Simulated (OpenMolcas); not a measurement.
# How basis sets differ on SnH2OF (SMILES [OH][SnH][F])

SnH2OF has 5 atoms, charge 0, and is taken as a doublet. As SMILES, `[OH][SnH][F]`. The coordinates come from a PBE0-D4/def2-TZVP relaxation. This is one conformer, not always the lowest.

```xyz
5

O    -0.6841   -1.1806    0.0208
Sn    0.2954    0.4036    0.6361
F    -0.0505    1.6824   -0.7731
H    -1.4952   -0.9690   -0.4509
H     1.9842   -0.0101    0.5255
```

Each level gives the dipole moment (D). The values are calculated.

```json
{"level": "UHF/STO-3G", "kind": "Hartree–Fock", "program": "OpenMolcas", "value (D)": "2.09", "CPU time": "3.2 s"}
{"level": "UHF/3-21G", "kind": "Hartree–Fock", "program": "OpenMolcas", "value (D)": "2.59", "CPU time": "3.5 s"}
{"level": "UHF/def2-SVP (core potential)", "kind": "Hartree–Fock", "program": "OpenMolcas", "value (D)": "2.50", "CPU time": "5 s"}
{"level": "UHF/def2-TZVPP (core potential)", "kind": "Hartree–Fock", "program": "OpenMolcas", "value (D)": "2.38", "CPU time": "34 s"}
```

All-electron rows without a relativistic Hamiltonian named are non-relativistic, while core potentials hold scalar relativity, so basis and relativity change together. The values span 2.09 to 2.59 D. Magnitudes only. Sets without polarisation functions give poor dipoles. CPU times are rough (shared hosts, several kinds of processor and program).
